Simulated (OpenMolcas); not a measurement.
**Ti2+: ligand-field states by method**

Ti2+ with its 6 nearest oxide ions at 2.298 Å, on the Ca site of CaO (a = 4.8105 Å, distance in the model lattice 2.405 Å). The rest of the host is ab initio model potentials to 7.6 Å, with orthogonalisation functions on the cations behind the ligands, and point charges beyond; the distance is set by hand and nothing relaxes. Ligand basis ANO-RCC-VDZP.

```
Program             : OpenMolcas
Basis               : ANO-RCC-VDZP [5s4p2d1f]
Scalar Hamiltonian  : DKH2, point nucleus
Active space        : 2 electrons in 5 orbitals (3d)
State averaging     : 2S+1 = 3 even, 10 roots; 2S+1 = 1 even, 15 roots
Spin-orbit coupling : RASSI with atomic mean-field integrals over the reference wave functions
```

I. CASSCF
II. SS-CASPT2, IPEA 0.25 Eh, imaginary shift 0.1 Eh (closed shells correlated: 3s 3p and the ligand valence shells)

Spin-free states (labels of O, the rotations of Oh) in cm-1, each column counted from its own energy of the first state listed:

| State | Degeneracy | I | II |
| --- | --- | --- | --- |
| 3T1 | 3 | 0 | 0 |
| 1T2 | 3 | 11182 | 8770 |
| 1E | 2 | 11365 | 9200 |
| 3T2 | 3 | 12370 | 13210 |
| 1A1 | 1 | 23134 | 18670 |
| 3T1 | 3 | 23406 | 22060 |
| 1T2 | 3 | 25577 | 24050 |
| 3A2 | 1 | 26599 | 28640 |
| 1T1 | 3 | 28224 | 26750 |
| 1E | 2 | 40333 | 39510 |
| 1A1 | 1 | 57426 | 51880 |

From I to II, I's first state of the same spin (3T2) moves from 12370 to 13210 cm-1, by about +840 cm-1.

From I to II, I's first state of another spin (1T2) moves from 11182 to 8770 cm-1, by about -2400 cm-1.

I: A least-squares ligand-field fit to the states below 45000 cm-1, each weighted by its degeneracy and with a free common offset, gives 10Dq = 14311 cm-1, B = 808 cm-1 and C = 3027 cm-1 (C/B = 3.75), with an rms deviation of 254 cm-1. The same method and metal basis give the free ion B = 884 cm-1 (fit to its terms below 60000 cm-1, rms deviation 77 cm-1), so the nephelauxetic ratio is β = 808 / 884 = 0.91; it hangs on how both fits weigh the states, and computed free-ion B values tend to be too large, so β mixes covalency with correlation.

II: A least-squares ligand-field fit to the states below 45000 cm-1, each weighted by its degeneracy and with a free common offset, gives 10Dq = 15241 cm-1, B = 655 cm-1 and C = 2464 cm-1 (C/B = 3.76), with an rms deviation of 324 cm-1. The same method and metal basis give the free ion B = 805 cm-1 (fit to its terms below 60000 cm-1, rms deviation 737 cm-1), so the nephelauxetic ratio is β = 655 / 805 = 0.81; it hangs on how both fits weigh the states, and computed free-ion B values tend to be too large, so β mixes covalency with correlation.

From I to II, 10Dq changes by +6 %, B by -19 % and C by -19 %.

χT at 300 K: I 1.10, II 1.10 cm3 K/mol.

Roots that are degenerate in the reference are averaged as groups; the widest CASPT2 spread within a group is 660 cm-1 (the 3-fold group of multiplicity 3 near 13200 cm-1 above the lowest state of its run, II). Shifts and gaps below about the spread of the groups concerned are not significant. Over all roots computed the reference weight is 0.71 to 0.72 in II; a low but even weight reflects the number of correlated electrons. An orbital triplet at a regular site is open to Jahn-Teller coupling, which can distort the site and quench the lowest spin-orbit gaps and is left out. Ligand-to-metal charge-transfer states are missing. With no ligand orbital active B as a rule stays too high, so bands that hang on it stand too high and its fall with covalency is understated. Without dynamic correlation the repulsion within the d shell is too large (B by tens of per cent), so at a given field states of lower spin stand too high (holds for I). With metal d orbitals alone and no dynamic correlation 10Dq can be off by a tenth to a fifth, either way, in oxide and fluoride hosts (holds for I). With one d shell and no ligand orbital active, 10Dq can be off by tens of per cent for divalent 3d ions, low with halides held by bare charges and at times high in hosts (holds for II). No measured value stands beside these numbers; the geometry was set by hand and not optimised.
